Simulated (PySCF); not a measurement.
Job file and geometry (Å, from GFN2-xTB) of an NMR shielding run on `C=CCB(P)CCC`, C$_{6}$H$_{14}$BP, GIAO PBE0/pcSseg-1 NMR shielding, non-relativistic, gas phase in PySCF; density fitting, a coarse starting grid and PySCF grid level 2 are the driver's defaults:

```
$ OMP_NUM_THREADS=1 python probes_run.py task.json out

{"job": {"kind": "nmr", "xc": "PBE0", "basis": "pcSseg-1"}, "charge": 0, "multiplicity": 1}
C      2.737209     1.730103     0.591050
C      2.204101     0.609739     1.042717
C      2.002072    -0.627057     0.229355
B      0.492255    -0.944689    -0.154844
P      0.073471    -2.688618    -0.754170
C     -0.633773     0.123385     0.119704
C     -2.005549    -0.129041    -0.510910
C     -3.047482     0.873678    -0.030558
H      3.093622     1.820138    -0.422725
H      2.843018     2.604628     1.210070
H      1.852814     0.551836     2.065131
H      2.428452    -1.482471     0.765576
H      2.578850    -0.538130    -0.697748
H     -0.641963    -2.369156    -1.889937
H      1.246305    -2.973339    -1.429832
H     -0.291014     1.125669    -0.155363
H     -0.764752     0.164446     1.208352
H     -1.919275    -0.066812    -1.598967
H     -2.335290    -1.142644    -0.262766
H     -4.008289     0.688813    -0.506014
H     -3.178768     0.799267     1.047230
H     -2.736427     1.889641    -0.266983
```

Question: What does the program print?

Answer: 
```
coarse grid: 17912 points
cycle   1  E = -602.6230747005  dE =  6.424e-01  |g| = 4.909e-01  |ddm| = 4.018e+00
cycle   2  E = -602.6156077320  dE =  7.467e-03  |g| = 5.276e-01  |ddm| = 9.738e-01
cycle   3  E = -602.6909082881  dE = -7.530e-02  |g| = 4.278e-02  |ddm| = 5.555e-01
cycle   4  E = -602.6912657084  dE = -3.574e-04  |g| = 2.667e-02  |ddm| = 8.817e-02
cycle   5  E = -602.6914447480  dE = -1.790e-04  |g| = 7.861e-03  |ddm| = 3.271e-02
cycle   6  E = -602.6914595015  dE = -1.475e-05  |g| = 2.771e-03  |ddm| = 9.238e-03
cycle   7  E = -602.6914613220  dE = -1.821e-06  |g| = 5.120e-04  |ddm| = 2.683e-03
final grid: 165592 points
cycle   8  E = -602.7384700704  dE = -5.342e-05  |g| = 9.382e-03  |ddm| = 3.971e-02
cycle   9  E = -602.7384622482  dE =  7.822e-06  |g| = 1.078e-02  |ddm| = 1.913e-02
cycle  10  E = -602.7384935490  dE = -3.130e-05  |g| = 8.437e-04  |ddm| = 1.120e-02
cycle  11  E = -602.7384937209  dE = -1.720e-07  |g| = 3.300e-04  |ddm| = 1.148e-03
cycle  12  E = -602.7384937476  dE = -2.669e-08  |g| = 8.410e-05  |ddm| = 3.157e-04
cycle  13  E = -602.7384937494  dE = -1.811e-09  |g| = 2.606e-05  |ddm| = 1.195e-04
cycle  14  E = -602.7384937496  dE = -1.728e-10  |g| = 3.955e-06  |ddm| = 2.762e-05
converged SCF energy = -602.7384937496

GIAO shielding tensors (ppm)
atom      isotropic    diamagn.    paramagn.     s11        s22        s33       span
  0 C       66.861     254.331    -187.470    -45.079     89.060    156.603    201.682
  1 C       40.034     257.702    -217.667    -83.922     40.877    163.148    247.071
  2 C      143.002     253.656    -110.654    120.389    140.462    168.156     47.766
  3 B        1.006     193.140    -192.134    -73.294    -41.728    118.039    191.333
  4 P      530.427     969.035    -438.607    476.754    503.441    611.087    134.333
  5 C      148.001     255.938    -107.936    123.833    156.474    163.698     39.865
  6 C      161.724     248.830     -87.106    153.111    162.104    169.955     16.844
  7 C      167.108     245.530     -78.422    153.334    160.994    186.995     33.661
  8 H       26.542      32.208      -5.666     22.838     26.207     30.580      7.742
  9 H       26.436      29.728      -3.292     23.110     25.876     30.321      7.211
 10 H       25.587      32.944      -7.357     23.101     25.602     28.058      4.956
 11 H       28.811      31.145      -2.334     24.496     29.602     32.336      7.839
 12 H       29.414      33.037      -3.623     25.204     30.783     32.256      7.052
 13 H       29.250      31.539      -2.289     23.750     28.781     35.217     11.467
 14 H       29.547      31.120      -1.573     24.705     27.744     36.192     11.487
 15 H       29.780      36.522      -6.742     24.319     29.906     35.114     10.795
 16 H       30.830      35.578      -4.748     26.187     31.455     34.847      8.660
 17 H       30.337      33.086      -2.749     25.633     30.355     35.024      9.391
 18 H       30.068      32.616      -2.548     23.991     30.927     35.287     11.297
 19 H       30.381      27.318       3.062     25.452     27.785     37.906     12.454
 20 H       30.794      29.647       1.147     27.099     28.792     36.492      9.394
 21 H       30.719      29.951       0.768     26.615     29.142     36.399      9.784
```

Size and cost of the density-fitted run: 213 basis functions, 65 s wall time on 1 thread of an Arm Neoverse V1, shared host; peak memory 1 GiB.
